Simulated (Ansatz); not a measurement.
Basis sets compared for GeCl2. Charge 0, multiplicity 1. Geometry PBE-D4/def2-TZVP. Ansatz on 2 threads of AMD EPYC 7R13 on a shared host; times are rough, and most runs start from earlier orbitals.

Cartesian coordinates in Å:
```
Ge -0.903 -0.166 -0.200
Cl 0.086 1.711 0.402
Cl 0.817 -1.546 -0.202
```

The 6-31G sets use Cartesian d functions.

Binding counts from free atoms (Ge triplet, Cl doublet) in the same basis, without a counterpoise term.

```csv
level,functions,energy (Eh),HOMO (eV),LUMO (eV),binding per atom (eV),wall time
HF/STO-3G,36,-2961.0010,-8.30,2.70,2.54,0.15 s
HF/6-31G,55,-2994.0353,-10.87,-0.77,1.45,0.35 s
PBE-D4/def2-SVP,68,-2996.2555,-6.86,-3.69,2.91,0.56 s
PBE0-D4/def2-SVP,68,-2996.3776,-8.02,-3.03,2.77,0.81 s
```

Task: Estimate the rows for HF/def2-TZVP, PBE-D4/def2-TZVP, PBE0-D4/def2-TZVP (with forces).

Result: 
```
                          level  functions  energy (Eh)  HOMO (eV)  LUMO (eV)  binding per atom (eV)  wall time
                   HF/def2-TZVP        122   -2994.4818     -10.58      -0.11                   1.88      1.1 s
               PBE-D4/def2-TZVP        122   -2996.8401      -7.05      -3.86                   2.92     0.91 s
PBE0-D4/def2-TZVP (with forces)        122   -2996.9586      -8.17      -3.15                   2.80      2.1 s
```
